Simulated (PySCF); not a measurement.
H2Sb, multiplicity 2. Atoms are numbered in the order given.

```xyz
3

Sb     0.0000     0.0000    -0.0457
H      0.0000    -1.2181     1.1653
H      0.0000     1.2181     1.1653
```
Charge 0, spin multiplicity 2.

Coordinates come from a B3LYP-D3(BJ)/def2-TZVPD optimisation. The isomer is the one that the SMILES or the coordinates give; other isomers of the formula were not compared. The def2 effective core potentials stand for the cores of Sb; spin–orbit coupling is left out.

Calculation: M06-2X/def2-TZVPD (PySCF).

The total energy comes out as -241.33115 hartree and the point group is C2v. The α spin, highest occupied and lowest empty level is -7.40 and 0.47 eV. The β spin, highest occupied and lowest empty level is -8.81 and -2.52 eV and the dipole moment is 0.31 D. The quadrupole, principal values (traceless, Buckingham form, about the centre of nuclear charge) is -1.49, 0.57, 0.92 D·Å. The mean static polarisability is 46.4 bohr³ (6.88 Å³) and the polarisability, principal values comes out as 43.0, 47.8, 48.4 bohr³. The ⟨S²⟩ comes out as 0.759 (pure state 0.75).
